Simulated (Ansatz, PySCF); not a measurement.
Gas-phase reaction (SMILES): C[SiH](C)O[Si](O)(O)O + [H][H] (H2) → C[SiH2]C + O[Si](O)(O)O [silicic acid]; hydrogen cleaves one Si-O bond, a model of a ligand-exchange step.

Each molecule is optimised on its own at B3LYP-D3(BJ)/def2-TZVP (Ansatz, a first-principles code), one conformer each, not searched for the lowest. Correlated levels leave the core frozen unless marked. No spin-orbit coupling. No relativistic terms. CBS marks a two-point X^-3 extrapolation of the correlation energy; Hartree-Fock from the larger set. [CCSD(T)-MP2]/basis is that difference in the basis named. Thermal terms are rigid-rotor harmonic-oscillator values from B3LYP-D3(BJ) frequencies (Ansatz or PySCF) at 298.15 K and 1 atm. 1 Eh = 627.5095 kcal/mol.

```
species                E, RI-MP2/CBS(aug-cc-pV(T+d)Z,aug-cc-pV(Q+d)Z)+[CCSD(T)-MP2]/aug-cc-pV(T+d)Z (Ansatz) (Eh)  E, PBE/def2-TZVPD (Ansatz) (Eh)  H - E (Eh)
---------------------  ------------------------------------------------------------------------------------------  -------------------------------  ----------
C[SiH](C)O[Si](O)(O)O                                                                                  -961.28608                       -961.85784     0.14498
[H][H] (H2)                                                                                              -1.17524                         -1.16589     0.01336
C[SiH2]C                                                                                               -370.01321                       -370.29343     0.09658
O[Si](O)(O)O                                                                                           -592.40587                       -592.69716     0.06559
```

Q: Work out ΔE and ΔH at 298.15 K at the first level, then ΔH at the second.

A: 
1. ΔE = [(-370.01321) + (-592.40587)] - [(-961.28608) + (-1.17524)] = 0.04224 Eh = 26.5 kcal/mol at RI-MP2/CBS(aug-cc-pV(T+d)Z,aug-cc-pV(Q+d)Z)+[CCSD(T)-MP2]/aug-cc-pV(T+d)Z.
2. The terms H - E add up to 0.00383 Eh, so ΔH = (0.04224 + (0.00383))×627.5095 = 28.9 kcal/mol.
3. At PBE/def2-TZVPD the same steps give ΔE = 20.8 and ΔH = 23.2 kcal/mol, a shift of -5.7 from the first level.
4. These values are not checked against measurement here, since the tables used lack a sound gas-phase enthalpy of formation for at least one species.
